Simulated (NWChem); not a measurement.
System: C3H4F2O; SMILES C(C(=O)C)(F)F

Input file for NWChem:

```
start job
memory heap 200 mb stack 900 mb global 1100 mb
geometry units angstroms noautoz
  C      1.356562    -1.056655     0.000000
  C     -0.118603    -0.794955     0.000000
  O     -0.972809    -1.642911     0.000000
  C     -0.529202     0.683168     0.000000
  F     -0.014148     1.288186     1.091464
  F     -0.014148     1.288186    -1.091464
  H      1.545864    -2.136441     0.000000
  H      1.814168    -0.585971    -0.883799
  H      1.814168    -0.585971     0.883799
  H     -1.627035     0.785043     0.000000
end
basis spherical
  * library 6-31g*
end
dft
  xc xwpbe 1.00 cpbe96 1.0 hfexch 1.00
  cam 0.2 cam_alpha 0.0 cam_beta 1.0
  iterations 150
  vectors input atomic output neutral.movecs
end
task dft energy
charge 1
dft
  odft
  mult 2
  vectors input atomic output cation.movecs
end
task dft energy
```

Parts of the log:

```
             Northwest Computational Chemistry Package (NWChem) 7.3.0
             --------------------------------------------------------

 CS  symmetry detected

                             Geometry "geometry" -> ""
                             -------------------------

 Output coordinates in angstroms (scale by  1.889725989 to convert to a.u.)

  No.       Tag          Charge          X              Y              Z
 ---- ---------------- ---------- -------------- -------------- --------------
    1 C                    6.0000     1.33590920    -1.09915488     0.00000000
    2 C                    6.0000    -0.13266014    -0.80267087     0.00000000
    3 O                    8.0000    -1.00666422    -1.63020584     0.00000000
    4 C                    6.0000    -0.50821751     0.68474158     0.00000000
    5 F                    9.0000     0.02098882     1.27742030     1.09146400
    6 F                    9.0000     0.02098882     1.27742030    -1.09146400
    7 H                    1.0000     1.49964378    -2.18311247     0.00000000
    8 H                    1.0000     1.80450936    -0.63941520    -0.88379900
    9 H                    1.0000     1.80450936    -0.63941520     0.88379900
   10 H                    1.0000    -1.60333675     0.81252914     0.00000000

 Effective nuclear repulsion energy (a.u.)     246.5976723097

      Symmetry information
      --------------------

 Group name             Cs
 Group number              2
 Group order               2
 No. of unique centers     8

  pbe96 is a nonlocal functional; adding pw91lda local functional.

                                 NWChem DFT Module
                                 -----------------

 Summary of "ao basis" -> "ao basis" (spherical)
 ------------------------------------------------------------------------------
       Tag                 Description            Shells   Functions and Types
 ---------------- ------------------------------  ------  ---------------------
 C                           6-31g*                  6       14   3s2p1d
 O                           6-31g*                  6       14   3s2p1d
 F                           6-31g*                  6       14   3s2p1d
 H                           6-31g*                  2        2   2s

      Symmetry analysis of basis
      --------------------------

        a'         60
        a"         32

            General Information
            -------------------
          SCF calculation type: DFT
          Wavefunction type:  closed shell.
          No. of atoms     :    10
          No. of electrons :    48
           Alpha electrons :    24
            Beta electrons :    24
          Charge           :     0
          Spin multiplicity:     1
          Use of symmetry is: on ; symmetry adaption is: on
          Maximum number of iterations: 150
          AO basis - number of functions:    92
                     number of shells:    44
          Convergence on energy requested:  1.00D-06
          Convergence on density requested:  1.00D-05
          Convergence on gradient requested:  5.00D-04

              XC Information
              --------------
                     Hartree-Fock (Exact) Exchange  1.000
                     LC-wPBE(h)Exchange Functional  1.000
            Perdew 1991 LDA Correlation Functional  1.000 local
           PerdewBurkeErnz. Correlation Functional  1.000 non-local

           Range-Separation Parameters
           ---------------------------
           Alpha           :  0.00
           Beta            :  1.00
           Gamma           :  0.20
           Short-Range HF  :     F

             Grid Information
             ----------------
          Grid used for XC integration:  medium
          Radial quadrature: Mura-Knowles
          Angular quadrature: Lebedev.
          Tag              B.-S. Rad. Rad. Pts. Rad. Cut. Ang. Pts.
          ---              ---------- --------- --------- ---------
          C                   0.70       49          10.0       434
          O                   0.60       49           8.0       434
          F                   0.50       49          10.0       434
          H                   0.35       45          11.0       434
          Grid pruning is: on
          Number of quadrature shells:   380
          Spatial weights used:  Erf1

      Superposition of Atomic Density Guess
      -------------------------------------

 Sum of atomic energies:        -388.47270888

      Non-variational initial energy
      ------------------------------

 Total energy =    -390.964829
 1-e energy   =   -1025.772194
 2-e energy   =     388.209693
 HOMO         =      -0.287081
 LUMO         =      -0.015612

      Symmetry analysis of molecular orbitals - initial
      -------------------------------------------------

  Numbering of irreducible representations:

     1 a'          2 a"

  Orbital symmetries:

     1 a'          2 a"          3 a'          4 a'          5 a'
     6 a'          7 a'          8 a'          9 a"         10 a'
    11 a'         12 a'         13 a"         14 a'         15 a'
    16 a"         17 a'         18 a"         19 a"         20 a'
    21 a'         22 a"         23 a'         24 a'         25 a"
    26 a'         27 a'         28 a"         29 a'         30 a'
    31 a'         32 a"         33 a'         34 a'

[...]
```

Level: LC-wPBE (HJS exchange hole, range parameter 0.2 per bohr)/6-31G* (spherical d), vertical spin-unrestricted ions. All runs use the structure optimised with PBE0/def2-SVP.
